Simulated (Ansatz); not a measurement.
Basis sets compared for Cd14H34S14. Total charge 0; singlet. Geometry PBE-D4/def2-SVP. Ansatz on 11 threads of AMD EPYC 7R13 on a shared host and a whole NVIDIA H100 80GB HBM3; times are rough, and most runs start from earlier orbitals.

Cartesian coordinates in Å:
```
S -2.450 4.325 -0.389
Cd -0.536 5.221 1.120
Cd 2.082 4.047 -2.874
S 1.206 3.685 -0.225
Cd -3.390 2.516 1.398
S -1.277 3.120 2.955
Cd -2.659 2.185 -2.275
S -0.202 2.520 -3.273
S -1.879 0.965 -0.115
Cd 0.605 1.172 0.143
Cd -0.565 0.988 4.302
S 1.553 0.991 2.633
Cd 0.831 0.127 -3.736
S 2.082 -0.246 -1.330
Cd 3.807 0.900 -3.286
Cd 3.855 -0.281 3.001
S 4.672 0.965 0.673
S -4.216 -3.272 -2.542
Cd -2.681 -1.362 0.498
S -1.330 -1.290 2.853
Cd -1.969 -4.745 -1.922
S -1.172 -1.331 -3.920
S -0.831 -2.762 -0.786
Cd 1.891 -2.649 -0.757
Cd 0.406 -3.166 3.431
S 2.402 -2.285 1.989
Cd -2.284 -6.898 0.373
S 0.162 -5.291 1.241
H -3.332 5.359 -0.486
H -1.275 5.916 -2.601
H -0.137 6.637 1.964
H 2.365 4.454 3.719
H -0.927 6.419 -3.068
H 2.025 5.651 -3.425
H 2.345 3.765 0.520
H -4.968 2.294 1.982
H 1.604 4.409 3.614
H -1.877 3.837 3.947
H -4.041 2.200 -3.255
H -0.544 2.829 -4.555
H -0.672 0.646 5.963
H 1.860 2.306 2.808
H 2.397 0.411 -4.613
H 3.209 2.601 -2.819
H 5.343 0.164 -3.274
H 4.976 -0.391 4.267
H 5.655 0.146 0.202
H 3.679 0.398 -0.172
H -5.146 -4.203 -2.185
H -4.250 -2.682 -1.271
H -4.226 -2.126 0.332
H -2.273 -1.723 3.736
H -1.515 -6.068 -2.901
H -0.540 -2.399 -4.486
H -0.917 -2.048 -2.039
H 2.287 -4.331 -0.862
H 0.355 -4.248 4.740
H 3.222 -3.348 2.222
H -2.973 -5.400 -0.180
H -1.879 -8.426 0.929
H 0.958 -6.240 1.813
H 1.100 -4.957 0.255
```

In the def2 sets Cd takes a core potential; there is no spin–orbit coupling. Single mean-field runs in def2-SVP, def2-TZVP are fitted with def2-universal-jkfit. In the singlet geometry the species has come apart into loosely held pieces. In the singlet, H32 and H37 lie 0.77 Å apart, H30 and H33 lie 0.77 Å apart (atoms count from 1), so H2 has formed as a molecule.

Binding counts from free atoms (S triplet, Cd singlet, H doublet) in the same basis, without a counterpoise term.

| level | functions | energy (Eh) | HOMO (eV) | LUMO (eV) | binding per atom (eV) | wall time |
| --- | --- | --- | --- | --- | --- | --- |
| PBE-D4/def2-SVP | 856 | -7939.6761 | -5.86 | -2.61 | 2.22 | 7.5 s |
| PBE0-D4/def2-SVP | 856 | -7940.0746 | -6.97 | -1.87 | 2.22 | 11 s |

Q: Estimate the rows for PBE-D4/def2-TZVP (with forces), PBE0-D4/def2-TZVP.

A: 
```json
{"level": "PBE-D4/def2-TZVP (with forces)", "functions": "1282", "energy (Eh)": "-7942.1597", "HOMO (eV)": "-5.89", "LUMO (eV)": "-2.66", "binding per atom (eV)": "2.19", "wall time": "13 s"}
{"level": "PBE0-D4/def2-TZVP", "functions": "1282", "energy (Eh)": "-7942.5073", "HOMO (eV)": "-6.96", "LUMO (eV)": "-1.91", "binding per atom (eV)": "2.19", "wall time": "16 s"}
```
